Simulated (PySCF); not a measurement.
From one molecule to another.

First species: CH9NSi2.
SMILES with atom numbers: `[CH3:1][N:2]([SiH3:3])[SiH3:4]` (hydrogens: H5, H6, H7 on C1; H8, H9, H10 on Si3; H11, H12, H13 on Si4)

Second species: [AgCl2]- (charge -1 and singlet state).
Z-matrix (Å and degrees, PBE0-D3(BJ)/def2-SVP geometry), rows numbered from 1:
```
Ag
Cl  1  2.3467
Cl  1  2.3467  2  180.00
```

Levels: wB97X-D/def2-SVPD for HOMO energy, LUMO energy, HOMO–LUMO gap and static isotropic polarisability; TDDFT wB97X-D/def2-SVPD for lowest singlet excitation; TDA wB97X-D/def2-SVPD for lowest triplet excitation (Tamm–Dancoff); PBE0-D3(BJ)/def2-SVP for smallest rotational constant. Geometries: PBE0-D3(BJ)/def2-SVP. All species are isolated and taken at one optimised geometry (atoms past krypton carry core potentials, spin–orbit coupling is left out); the electronic structure was computed with PySCF and density fitting.

Problem. Which of the two has the higher smallest rotational constant, and by how much?

Solution. The first: 2.143 GHz against 1.312 GHz, a difference of 0.831 GHz.

Problem. Which has the higher LUMO energy?

Solution. The second: 4.74 eV against 1.77 eV, a difference of 2.97 eV.

Problem. Which of the two has the higher S1 energy, and by how much?

Solution. The first: 6.07 eV against 5.30 eV, a difference of 0.77 eV.

Problem. Which has the higher static isotropic polarisability?

Solution. The first: 75.4 au against 66.8 au, a difference of 8.6 au.

Problem. Which has the higher T1 energy?

Solution. The first: 5.84 eV against 5.08 eV, a difference of 0.76 eV.

Problem. Which has the higher HOMO energy?

Solution. The second: -4.90 eV against -8.87 eV, a difference of 3.97 eV.

Problem. Which has the higher HOMO–LUMO gap?

Solution. The first: 10.64 eV against 9.64 eV, a difference of 1.00 eV.

On the first: No computed singlet falls in the visible range (750 to 380 nm, 1.65 to 3.26 eV); S1 lies 2.81 eV above its blue end. The vertical singlet–triplet gap S1 − T1 is 0.23 eV (TDDFT singlet less Tamm–Dancoff triplet; S1: HOMO→LUMO, weight 0.93; T1: HOMO→LUMO, weight 0.84).

On the second: In wavenumbers S1 is 42700 cm⁻¹ (1 eV = 8065.54 cm⁻¹). The polarisability is 9.89 Å³ as a volume (1 au = 0.148185 Å³). Atoms past krypton carry effective core potentials; spin–orbit coupling is left out.
